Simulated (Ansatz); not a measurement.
Geometry optimisation, RKS r2SCAN-D4/6-31G* in Ansatz 0.2.0.

Input file:

```yaml
crystal:
  periodic: [false, false, false]
  atoms:
    - { symbol: B, position_ang: [0.39629, 0.500106, -0.343709] }
    - { symbol: F, position_ang: [-0.728183, -0.35223, 1.755385] }
    - { symbol: O, position_ang: [1.522898, -0.243241, -0.133085] }
    - { symbol: H, position_ang: [1.388666, -1.160756, -0.402383] }
    - { symbol: H, position_ang: [-0.559903, 0.12577, -0.962789] }
    - { symbol: "N", position_ang: [0.421238, 1.891359, 0.173412] }
    - { symbol: H, position_ang: [1.299908, 2.223515, 0.556784] }
    - { symbol: C, position_ang: [-0.533764, 2.925631, -0.180475] }
    - { symbol: H, position_ang: [-1.40688, 2.453353, -0.639452] }
    - { symbol: H, position_ang: [-0.876211, 3.483511, 0.704999] }
    - { symbol: H, position_ang: [-0.120855, 3.65035, -0.898645] }
    - { symbol: H, position_ang: [-0.432405, 0.53333, 1.752058] }
basis:
  gaussian: { orbitals: "6-31G*" }
hamiltonian:
  xc: r2scan
  dispersion: d4
relax:
  f_tol: 0.03
  max_steps: 50
```

Run as:

```bash
$ ansatz run input.yaml --threads 2 --pin off --max-ram 3072MiB --backend cpu --events-out ev --progress --plain --runs-dir out
```

**Question.** Where does it end, and by what steps?

**Answer.** It converged. The force dipped under the threshold on the way, but the program's further checks kept it going. After 17 steps the energy has fallen by 0.201 eV; F2 moved furthest, 1.06 Å.

| step | energy less start (eV) | largest force component (eV/Å) | accepted |
| --- | --- | --- | --- |
| 0 | 0.0000 | 2.010 | yes |
| 1 | -0.0947 | 1.576 | yes |
| 2 | -0.1728 | 0.390 | yes |
| 3 | -0.1853 | 0.239 | yes |
| 4 | -0.1902 | 0.149 | yes |
| 5 | -0.1931 | 0.095 | yes |
| 6 | -0.1949 | 0.110 | yes |
| 7 | -0.1959 | 0.253 | yes |
| 8 | -0.1979 | 0.143 | yes |
| 9 | -0.2000 | 0.077 | yes |
| 10 | -0.1999 | 0.258 | no |
| 11 | -0.1991 | 0.081 | no |
| 12 | -0.2008 | 0.030 | yes |
| 13 | -0.2006 | 0.103 | no |
| 14 | -0.2009 | 0.049 | yes |
| 15 | -0.2012 | 0.030 | yes |
| 16 | -0.2013 | 0.096 | yes |
| 17 | -0.2015 | 0.013 | yes |

```xyz
12
Properties=species:S:1:pos:R:3
B 0.531 0.456 -0.456
F -1.248 0.553 1.922
O 1.671 -0.284 -0.296
H 1.590 -1.146 -0.723
H -0.411 0.079 -1.097
N 0.470 1.713 0.208
H 1.327 2.066 0.624
C -0.558 2.723 -0.029
H -1.459 2.223 -0.393
H -0.815 3.243 0.901
H -0.241 3.466 -0.773
H -0.486 0.941 1.496
```

Run time: 57 s on 2 threads of Arm Neoverse V2, with other jobs on the host, peak memory 0.19 GiB.
